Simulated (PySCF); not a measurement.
**Relaxation of triplet Ir(OH)₃**

These are results of PySCF, UB3LYP, basis Ir def2-SVP with ECP60, O def2-SVP, H def2-SVP (scalar-relativistic core potentials, no spin–orbit coupling, density fitting), not measurements. A (50,194) grid was used.

A start at or just off a symmetric point, pushed along the force that breaks its symmetry, with no symmetry imposed:

```xyz
7
charge 0 multiplicity 3, angstrom
Ir   -0.0174    0.0056   -0.0092
O     1.9225   -0.3841   -0.0314
O    -0.5392    1.8174   -0.0108
O    -1.1780   -1.4978   -0.0102
H     2.2927   -0.4529    0.8734
H    -0.7211    2.1913    0.8634
H    -1.4919   -1.7775    0.8633
```

(1) What does it relax to?

(2) How much energy is released, and in how many steps?

## Answers

(1) It ends at C1 with Ir–O 1.882 Å, Ir–O 1.896 Å, Ir–O 1.907 Å, O–H 0.970 Å (×2), O–H 0.975 Å; H–O–Ir 109.0°, H–O–Ir 113.9°, H–O–Ir 122.7°, O–Ir–O 87.2°, O–Ir–O 118.3°, O–Ir–O 154.2°. No frequency check is given, so it may be a saddle point. Other isomers or separated fragments may lie lower.

(2) 66.5 kJ/mol in 28 steps.

Other spin states or occupations of the open shell can lie lower. At this level a singlet minimum of C3v symmetry lies 74 kJ/mol below this structure. No spin–orbit coupling is included, which matters more the heavier the element.

The relaxation took of the order of 5 core-minutes on a shared host.
